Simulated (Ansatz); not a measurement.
Ansatz (a first-principles code) input (B3LYP-D3(BJ)/def2-TZVP):

Ansatz 0.2 input:
```yaml
crystal:
  periodic: [false, false, false]
  atoms:
    - {symbol: F, position_ang: [-1.10191902, 1.05146157, -0.83391665]}
    - {symbol: C, position_ang: [-0.63416961, 0.01293534, -0.13709584]}
    - {symbol: F, position_ang: [-1.09019609, -1.09952630, -0.71769636]}
    - {symbol: F, position_ang: [-1.23467295, 0.07537056, 1.07395977]}
    - {symbol: C, position_ang: [0.85946055, 0.02510155, -0.06441657]}
    - {symbol: Cl, position_ang: [1.62372676, -1.41342727, 0.39878688]}
    - {symbol: Cl, position_ang: [1.60540609, 1.51039795, 0.26264887]}
basis:
  gaussian:
    orbitals: def2-TZVP
hamiltonian:
  xc: b3lyp
  dispersion: d3bj
magnetization: {spin_polarized: true, initial_magnetization: 1}
relax: {f_tol: 0.002, max_steps: 150}
```

Output:

```
Functional definition: B3LYP
integrals: 0.18 GiB planned
1354 factors; their error is unknown
mean field: 2.21 GiB planned
mean field evaluation 1: about -35270.9354 eV, gradient 3.2e1 eV
mean field evaluation 2: about -35267.8771 eV, gradient 4.5e1 eV
mean field evaluation 4: about -35274.1180 eV, gradient 1.7e0 eV
mean field evaluation 8: about -35274.1284 eV, gradient 8.1e-2 eV
mean field evaluation 16: about -35274.2093 eV, gradient 1.4e-4 eV
mean field -35274.20931830 eV, -1296.3032827296 hartree, gradient 7.6e-5 eV, S^2 0.754504; 0 other end points of the search recorded, 0 dependent functions left out
the calculation of the forces begins
reference -35274.20955084 eV, -1296.3032912754 hartree; 37, 36 occupied and 192, 193 virtual orbitals, 1354 factors
relax step   1: F+E_penalty+E_count = -35274.53917929 eV  Δ(F+E_penalty+E_count) = +0.000e0 eV  max|allowed force component| = 7.097e-1 eV/Å  Δτ_max = 0.0000 Å  (31 SCF iters, accepted)
these checks for a lower state are left out or cut short: starts, cluster_reference, orbital_swaps, neighbouring_geometries, increment
integrals: 0.18 GiB planned
1354 factors; their error is unknown
mean field: 2.21 GiB planned
mean field -35274.22602835 eV, -1296.3038968127 hartree, gradient 1.4e-5 eV, S^2 0.754638; 0 other end points of the search recorded, 0 dependent functions left out
the calculation of the forces begins
reference -35274.22626112 eV, -1296.3039053668 hartree; 37, 36 occupied and 192, 193 virtual orbitals, 1354 factors
relax step   2: F+E_penalty+E_count = -35274.55523037 eV  Δ(F+E_penalty+E_count) = -1.605e-2 eV  max|allowed force component| = 1.618e-1 eV/Å  Δτ_max = 0.0256 Å  (36 SCF iters, accepted)
these checks for a lower state are left out or cut short: starts, cluster_reference, orbital_swaps, neighbouring_geometries, increment
integrals: 0.18 GiB planned
1354 factors; their error is unknown
mean field: 2.21 GiB planned
mean field evaluation 32: about -35274.2271 eV, gradient 1.3e-5 eV
mean field -35274.22708516 eV, -1296.3039356497 hartree, gradient 1.3e-5 eV, S^2 0.754675; 0 other end points of the search recorded, 0 dependent functions left out
the calculation of the forces begins
reference -35274.22731805 eV, -1296.3039442083 hartree; 37, 36 occupied and 192, 193 virtual orbitals, 1354 factors
relax step   3: F+E_penalty+E_count = -35274.55595704 eV  Δ(F+E_penalty+E_count) = -7.267e-4 eV  max|allowed force component| = 3.988e-2 eV/Å  Δτ_max = 0.0061 Å  (36 SCF iters, accepted)
these checks for a lower state are left out or cut short: starts, cluster_reference, orbital_swaps, neighbouring_geometries, increment
integrals: 0.18 GiB planned
1354 factors; their error is unknown
mean field: 2.21 GiB planned
mean field -35274.22714455 eV, -1296.3039378325 hartree, gradient 1.3e-5 eV, S^2 0.754675; 0 other end points of the search recorded, 0 dependent functions left out
the calculation of the forces begins
reference -35274.22737746 eV, -1296.3039463916 hartree; 37, 36 occupied and 192, 193 virtual orbitals, 1354 factors
relax step   4: F+E_penalty+E_count = -35274.55598735 eV  Δ(F+E_penalty+E_count) = -3.031e-5 eV  max|allowed force component| = 5.370e-3 eV/Å  Δτ_max = 0.0029 Å  (37 SCF iters, accepted)
these checks for a lower state are left out or cut short: starts, cluster_reference, orbital_swaps, neighbouring_geometries, increment
integrals: 0.18 GiB planned
1354 factors; their error is unknown
mean field: 2.21 GiB planned
mean field -35274.22715813 eV, -1296.3039383312 hartree, gradient 1.3e-5 eV, S^2 0.754676; 0 other end points of the search recorded, 0 dependent functions left out
the calculation of the forces begins
reference -35274.22739104 eV, -1296.3039468906 hartree; 37, 36 occupied and 192, 193 virtual orbitals, 1354 factors
relax step   5: F+E_penalty+E_count = -35274.55598916 eV  Δ(F+E_penalty+E_count) = -1.808e-6 eV  max|allowed force component| = 4.866e-4 eV/Å  Δτ_max = 0.0012 Å  (37 SCF iters, accepted)
integrals: 0.18 GiB planned
1354 factors; their error is unknown
mean field: 2.21 GiB planned
mean field evaluation 64: about -35274.2272 eV, gradient 3.4e-2 eV
mean field -35274.22715813 eV, -1296.3039383312 hartree, gradient 1.3e-5 eV, S^2 0.754676; 1 other end points of the search recorded, 0 dependent functions left out
the calculation of the forces begins
reference -35274.22739104 eV, -1296.3039468906 hartree; 37, 36 occupied and 192, 193 virtual orbitals, 1354 factors
Total energy: -35274.55622207 eV, -1296.3160312081 hartree
Atom 0 at    -1.094145     1.062386    -0.839742 Å, force     0.000135     0.000037     0.000143 eV/Å
Atom 1 at    -0.652514     0.012943    -0.133363 Å, force    -0.000048     0.000016     0.000150 eV/Å
Atom 2 at    -1.082230    -1.107731    -0.728925 Å, force     0.000165     0.000057    -0.000022 eV/Å
Atom 3 at    -1.240873     0.071856     1.082849 Å, force     0.000139    -0.000112    -0.000171 eV/Å
Atom 4 at     0.847138     0.026232    -0.035394 Å, force    -0.000487     0.000007    -0.000188 eV/Å
Atom 5 at     1.633514    -1.415627     0.391312 Å, force     0.000026     0.000101     0.000163 eV/Å
Atom 6 at     1.616745     1.512254     0.245533 Å, force     0.000069    -0.000106    -0.000075 eV/Å
Dipole moment:     0.278414     0.003142     0.033974 e Å
```

It need not be the lowest isomer of its formula.
